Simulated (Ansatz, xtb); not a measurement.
**Two isomers of C2H9Si2**

Structure a is `C[SiH][SiH2]C`, a doublet and structure b is `C[SiH](C)[SiH2]`, a doublet. Both are isolated molecules in the gas phase, relaxed with PBE0-D3(BJ)/def2-SVP; the shapes shown needn't be the lowest conformers.

a (Å):

```yaml
atoms:
  - { symbol: C, position_ang: [1.0857, -1.7509, -1.9588] }
  - { symbol: C, position_ang: [-2.0262, 1.2892, 0.8042] }
  - { symbol: Si, position_ang: [0.5251, -0.1965, -1.0428] }
  - { symbol: Si, position_ang: [-1.5499, -0.3563, 0.0179] }
  - { symbol: H, position_ang: [1.2863, -2.5705, -1.2490] }
  - { symbol: H, position_ang: [2.0086, -1.5597, -2.5273] }
  - { symbol: H, position_ang: [0.3109, -2.0893, -2.6630] }
  - { symbol: H, position_ang: [1.6045, 0.2945, -0.1214] }
  - { symbol: H, position_ang: [-1.5450, -1.4356, 1.0633] }
  - { symbol: H, position_ang: [-2.5627, -0.7575, -1.0123] }
  - { symbol: H, position_ang: [-2.0773, 2.0825, 0.0434] }
  - { symbol: H, position_ang: [-3.0080, 1.2167, 1.2964] }
  - { symbol: H, position_ang: [-1.2840, 1.5869, 1.5605] }
```

b (Å):

```yaml
atoms:
  - { symbol: C, position_ang: [-0.3614, -1.4800, -2.7297] }
  - { symbol: C, position_ang: [-1.8354, -2.6550, -0.2680] }
  - { symbol: Si, position_ang: [-0.4882, -1.4683, -0.8498] }
  - { symbol: Si, position_ang: [1.5995, -2.0114, 0.0544] }
  - { symbol: H, position_ang: [-0.0751, -2.4788, -3.0948] }
  - { symbol: H, position_ang: [-1.3299, -1.2161, -3.1831] }
  - { symbol: H, position_ang: [0.3910, -0.7587, -3.0824] }
  - { symbol: H, position_ang: [-0.8172, -0.0848, -0.3745] }
  - { symbol: H, position_ang: [-2.8089, -2.3663, -0.6970] }
  - { symbol: H, position_ang: [-1.9277, -2.6464, 0.8284] }
  - { symbol: H, position_ang: [-1.6119, -3.6854, -0.5848] }
  - { symbol: H, position_ang: [1.6971, -1.9464, 1.5481] }
  - { symbol: H, position_ang: [2.1655, -3.3176, -0.4171] }
```

Quicker runs give these differences E(b) − E(a): GFN2-xTB +1.18 kcal/mol; HF/STO-3G +0.21 kcal/mol (at GFN2-xTB geometries); r2SCAN-D4/def2-SVP −1.70 kcal/mol (at GFN2-xTB geometries).

Estimate E(b) − E(a) at the level CCSD(T)/def2-SVP + ΔMP2/def2-TZVPP.

Too close to call at this level: CCSD(T)/def2-SVP + ΔMP2/def2-TZVPP gives E(b) − E(a) = −1.80 kcal/mol.

How the difference moves with the method:

```json
{"level": "GFN2-xTB", "geometry": "GFN2-xTB", "E(b) − E(a) (kcal/mol)": "+1.18", "departure from the last row (kcal/mol)": "+2.98", "job, with rough time for the two": "optimisation, 0.29 s"}
{"level": "HF/STO-3G", "geometry": "GFN2-xTB", "E(b) − E(a) (kcal/mol)": "+0.21", "departure from the last row (kcal/mol)": "+2.01", "job, with rough time for the two": "single point, 0.64 s"}
{"level": "r2SCAN-D4/def2-SVP", "geometry": "GFN2-xTB", "E(b) − E(a) (kcal/mol)": "−1.70", "departure from the last row (kcal/mol)": "+0.11", "job, with rough time for the two": "single point, 12 s"}
{"level": "PBE0-D3(BJ)/def2-SVP", "geometry": "PBE0-D3(BJ)/def2-SVP", "E(b) − E(a) (kcal/mol)": "−1.39", "departure from the last row (kcal/mol)": "+0.41", "job, with rough time for the two": "optimisation, 3.3 min"}
{"level": "HF/def2-SVP", "geometry": "PBE0-D3(BJ)/def2-SVP", "E(b) − E(a) (kcal/mol)": "−1.39", "departure from the last row (kcal/mol)": "+0.41", "job, with rough time for the two": "part of the CCSD(T) run"}
{"level": "MP2/def2-SVP", "geometry": "PBE0-D3(BJ)/def2-SVP", "E(b) − E(a) (kcal/mol)": "−1.83", "departure from the last row (kcal/mol)": "−0.02", "job, with rough time for the two": "part of the CCSD(T) run"}
{"level": "CCSD(T)/def2-SVP", "geometry": "PBE0-D3(BJ)/def2-SVP", "E(b) − E(a) (kcal/mol)": "−1.76", "departure from the last row (kcal/mol)": "+0.05", "job, with rough time for the two": "single point"}
{"level": "CCSD(T)/def2-SVP + ΔMP2/def2-TZVPP", "geometry": "PBE0-D3(BJ)/def2-SVP", "E(b) − E(a) (kcal/mol)": "−1.80", "departure from the last row (kcal/mol)": "", "job, with rough time for the two": "single point, 2 min"}
```

As drawn, both hold the same kinds of bond in the same numbers.

GFN2-xTB puts the two in the other order. HF/STO-3G finds them nearly level. The largest departure from CCSD(T)/def2-SVP + ΔMP2/def2-TZVPP is that of GFN2-xTB, 2.98 kcal/mol. The last row adds to CCSD(T) the change of the MP2 difference between the two basis sets, here −0.05 kcal/mol.

With harmonic frequencies from PBE0-D3(BJ)/def2-SVP (ideal gas, rigid rotor, one conformer each, 298.15 K, 1 atm): on the last row, ΔE + ΔZPE = −2.18 kcal/mol. A mode under 50 cm⁻¹ makes harmonic enthalpies and free energies unreliable, so none is given.

Open shells are spin-unrestricted. The correlated steps freeze 12 core orbitals. Codes used: Ansatz 0.2.0, xtb 6.7.1; the last row on 2 threads of Arm Neoverse N1 on a shared host.
